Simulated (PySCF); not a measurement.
Species: C9H14F (charge +1).
SMILES with atom numbers: `[CH3:1][C+:2]([CH3:3])/[CH:4]=[CH:5]\[C:6]1([F:7])[CH2:8][CH2:9][CH2:10]1`

NICS = −σ at a ghost point: NICS(0) at the centroid of the ring atoms, NICS(1) 1 Å to either side along the normal of their mean plane, zz for the tensor component along that normal. Level: GIAO PBE0/pcSseg-1 (PySCF, non-relativistic, gas phase) on the GFN2-xTB geometry, one conformer.

Ring bond lengths (Å), with Mayer bond orders in brackets: C6–C8 1.549 (0.97), C8–C9 1.536 (1.04), C9–C10 1.532 (1.04), C10–C6 1.566 (0.94).

Q: Give the NICS values of each ring in ppm.

A: 
```
        ring                                            type  NICS(0)  NICS(1), two faces  NICS(1)zz, two faces  rms pucker (Å)  centre to ring atoms, mean (Å)
C6–C8–C9–C10  4-membered carbocycle; formal bonds all single     -0.4          0.4 / -0.9             4.6 / 0.9            0.08                            1.09
```

Q: What do they say, and how far can they be read as aromaticity?

A: 
- C6–C8–C9–C10: mean NICS(1)zz 2.8 ppm, near zero. C6, C8, C9, C10 have four or more neighbours; no verdict on aromaticity is drawn. The two faces differ by 3.7 ppm, so no symmetry operation interchanges them.

Q: At the first NICS(1) probe listed for ring C6–C8–C9–C10, 1 Å off the ring, what do the in-plane components average?

A: The isotropic value is a third of the trace: (3 × 0.4 − (4.6))/2 = -1.7 ppm.

Hardware: Arm Neoverse V1, one thread, shared host. Cost: 56 s of wall time. This is the whole shielding run at PBE0/pcSseg-1, SCF included.

Conformer computed: `[CH3:1][C+:2]([CH3:3])/[CH:4]=[CH:5]\[C:6]1([F:7])[CH2:8][CH2:9][CH2:10]1`: C1–C2–C4–C5 162°, C4–C5–C6–F7 -12°.
